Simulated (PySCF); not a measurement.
## Correlation energy of Fe⁺ (iron, charge +1)

Starting occupation: [Ar] 3d5 4s1 4p1, 3d5/2 with m_j = -3/2, -1/2, +1/2, +3/2, +5/2, 4s1/2 with m_j = +1/2, 4p3/2 with m_j = +3/2. All numbers are calculated (PySCF 2.14, X2C-1e with screened-nucleus spin-orbit coupling, Gaussian nucleus, in x2c-TZVPall-2c with one added diffuse shell each of s, p, d type (7s8p5d1f, 63 functions)). Frozen: [Ne]; 15 electrons correlated; the 6 highest virtual spinors left out.

MP2 pair energies summed by pair of shells (mhartree):

| pair | energy | share (%) |
| --- | --- | --- |
| 3d-3p | -132.46 | 39.8 |
| 3p-3p | -68.72 | 20.7 |
| 3d-3d | -52.40 | 15.8 |
| 3p-3s | -23.34 | 7.0 |
| 3d-3s | -18.71 | 5.6 |
| 3p-4s | -9.75 | 2.9 |
| 3d-4s | -8.89 | 2.7 |
| 3d-4p | -6.12 | 1.8 |
| 3p-4p | -5.28 | 1.6 |
| 3s-3s | -2.96 | 0.9 |
| 4p-4s | -2.78 | 0.8 |
| 3s-4s | -0.82 | 0.2 |
| 3s-4p | -0.42 | 0.1 |

Total MP2 correlation energy: -332.63 mhartree.

The GHF reference relaxed away from the jj start to a determinant that is no pure jj level (⟨S²⟩ = 15.75, ⟨J²⟩ = 24.76); the energies belong to that determinant.

This basis was not built for core-valence correlation, so the inner-shell part is incomplete.
